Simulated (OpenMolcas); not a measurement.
Au3+ (d8) on a cation site of an ionic host was computed by CASSCF with the d shell active (OpenMolcas, ANO-RCC-VDZP on the metal). Its lowest spin-free states, and all those of the highest spin:

```tsv
2S+1	Degeneracy	E (cm-1)
3	1	0.0
1	2	11599
3	3	18291
1	1	21202
3	3	25831
1	3	28979
1	3	32915
3	3	40594
1	3	50199
1	2	50455
1	1	68011
```

Task: Is the site octahedral, tetrahedral or cube-like, axial, or of lower symmetry?

Result: The states with 2S+1 = 3 have orbital degeneracies 1, 3, 3, 3. Threefold states need a cubic site. For d8 at this spin an octahedron puts the single A2 below the threefold T2 and a tetrahedron or cube puts the threefold T1 below the threefold T2, so the site is octahedral. The first gap at this spin, 18300 cm-1, is |10Dq| in ligand-field theory. The run had Au3+ with its 6 nearest fluoride ions at 2.166 Å, on the Y site of Cs2NaYF6 (a = 9.075 Å, distance in the model lattice 2.178 Å). The rest of the host is ab initio model potentials to 7.6 Å, with orthogonalisation functions on the cations behind the ligands, and point charges beyond; the distance is set by hand and nothing relaxes. Ligand basis ANO-RCC-VDZP.

Without dynamic correlation the repulsion within the d shell is too large (B by tens of per cent), so at a given field states of lower spin stand too high. Real 4d8 and 5d8 ions are as a rule square planar and diamagnetic. The least metal-like active orbital is 76 % on the metal (Löwdin) and no ligand orbital is active, so the numbers are rough. With metal d orbitals alone the field can be off either way by tens of per cent. Ligand-to-metal charge-transfer states are missing. With no ligand orbital active B as a rule stays too high, so bands that hang on it stand too high and its fall with covalency is understated. No measured value stands beside these numbers; the geometry was set by hand and not optimised.
